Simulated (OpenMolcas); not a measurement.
Computed levels of 4d⁷ in ions with 43 electrons, in cm-1 above ⁴F_9/2.

```
Program             : OpenMolcas
Method              : CASSCF
Basis               : ANO-RCC-VQZP
Scalar Hamiltonian  : DKH2, point nucleus
Spin-orbit coupling : state interaction with AMFI integrals over the reference wave functions, term energies averaged over their components
```

Active space for each ion: 7 electrons in 5 orbitals (4d).

```csv
Level,Ru+,Pd3+,Ag4+
⁴F_7/2,1542,2718,3491
⁴F_5/2,2585,4458,5649
⁴F_3/2,3266,5563,6997
⁴P_5/2,12989,16784,18597
⁴P_3/2,13124,16718,18306
²G_9/2,13381,17456,19367
⁴P_1/2,14089,18608,20860
²G_7/2,14919,20174,22841
²H_11/2,17721,23169,25761
```

Estimate ⁴F_3/2, ⁴P_5/2, ⁴P_3/2 for Rh2+ from its neighbours Ru+ and Pd3+.

⁴F_3/2 is fine structure, which grows about as the fourth power of a screened charge, so the fourth roots are averaged: ((3266^0.25 + 5563^0.25) / 2)^4 = 4300. The calculation gives 4372, so the estimate is off by -1.6 %; the measured value is 4322 (the list in Shadmi, J. Res. Natl. Bur. Stand. 70A, 435 (1966)).
⁴P_5/2 is another term, which grows about linearly with the charge: (12989 + 16784) / 2 = 14886. The calculation gives 14967, so the estimate is off by -0.5 %; the measured value is 11062 (the list in Shadmi, J. Res. Natl. Bur. Stand. 70A, 435 (1966)).
⁴P_3/2 is another term, which grows about linearly with the charge: (13124 + 16718) / 2 = 14921. The calculation gives 15029, so the estimate is off by -0.7 %; the measured value is 10997 (the list in Shadmi, J. Res. Natl. Bur. Stand. 70A, 435 (1966)).

Mixed levels, with the weight of the term that names them: Ag4+ ⁴P_3/2 (72 %).

Without dynamic correlation excited terms often stand tens of per cent too high (terms of higher spin than the ground term too low), and those without a measured partner can miss by more than the paired ones. Configurations with an s electron lie low at this charge and mix in, so terms can be misplaced (holds for Ru+). Levels of configurations with an s electron are missing; early in the row they begin among the upper levels of the d shell and mix with terms of their name (holds for Rh2+). Computed and measured levels are paired by configuration, term and J; levels that our copy of the source lacks, or whose pairing is in doubt (as where it misses far off the trend of its configuration), stay unpaired and out of the deviations. Only configurations of the active space appear.
